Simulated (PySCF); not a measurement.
SMILES O=[S](=O)O, doublet at its PBE0/def2-SVP optimised geometry (Å):

```
5

O      1.0162     1.1794     0.6300
S     -0.0448     0.3847     0.0000
O     -1.4190     0.3603     0.4898
O      0.4473    -1.1794     0.0000
H      1.4190    -1.1794     0.0000
```

Calculation: unrestricted PBE0/def2-TZVP (PySCF). Cells within 0.4 Å of a nucleus heavier than hydrogen are left out (blank, or x).

Map of the log10 of the electron density (e/bohr³), floored at −4 on the plane z = 1.0 Å:

```
|00000000000000000000000000000|
|00000000000000000000000000000|
|00000000000000111222110000000|
|00000000000001223333221000000|
|00000000001112334444432100000|
|00000011112223445555543210000|
|00001122333334556777654321000|
|00012233444444567888765431000|
|00123345555555678999875432000|
|001234566666566789x9876432100|
|01234567777666778999876432100|
|01235678888776778898875432100|
|01245678998777777887765432000|
|01245678998777777776654321000|
|01235678888776666665543221000|
|01234567777666666554433210000|
|00123456666655666554432210000|
|00123445555555666655432210000|
|00012334444445666665433210000|
|00001122333345666665443210000|
|00000011222345666655432210000|
|00000000112344555554332100000|
|00000000001234455443321100000|
|00000000001223344333211000000|
|00000000000112233322100000000|
|00000000000011122111000000000|
|00000000000000001000000000000|
|00000000000000000000000000000|
|00000000000000000000000000000|
```
Scale: ten equal steps from -4.00 (start of '0') to -0.191 (end of '9'), in the order '0123456789'; x runs from -3.50 to 3.50, y from -3.50 (bottom) to 3.50 (top).
